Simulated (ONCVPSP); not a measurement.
# Transferability test, ONCV potential for Cu

```
Element                 : Cu (Z = 29)
Generator               : ONCVPSP 4.0.1
Type                    : optimised norm-conserving Vanderbilt (ONCV)
Functional              : PBE
Relativity              : scalar-relativistic
Frozen core             : [Ne]
Valence charge          : 19
Reference configuration : 3s2 3p6 3d8 (charge +3)
Partial waves           : 3s: rc 1.30 bohr, ncon 5, nbas 8, qcut 12.9 1/bohr, 2 projectors, debl 2.7 Ha; 3p: rc 1.30 bohr, ncon 4, nbas 9, qcut 12.1 1/bohr, 2 projectors, debl 3.2 Ha; 3d: rc 1.64 bohr, ncon 3, nbas 7, qcut 10.5 1/bohr, 2 projectors, debl 2.3 Ha
Local potential         : polynomial inside 1.12 bohr (lpopt 5, dvloc0 2 Ha)
Core correction         : none
```

In the s channel the program set the typed energies aside and used -5.905, 0.050 Ha. In the p channel the program set the typed energies aside and used -4.329, 0.250 Ha.

Energies are relative to the spin-unpolarised reference configuration 3s2 3p6 3d8; without spin polarisation the order of configurations can differ from experiment.

```json
{"valence configuration": "3s2 3p6 3d9", "charge": "+2", "ΔE all-electron (eV)": "-39.020", "error AE − PS (meV)": "+146"}
{"valence configuration": "3s1 3p6 3d10 4s1", "charge": "+1", "ΔE all-electron (eV)": "53.732", "error AE − PS (meV)": "-202"}
```

What are ΔE and the potential's error for 3s2 3p6 3d10 4s1?

ΔE = -68.502 eV all-electron; the error (AE − PS) is +230 meV.

What are ΔE and the potential's error for 3s2 3p6 3d10?

ΔE = -60.352 eV all-electron; the error (AE − PS) is +335 meV.
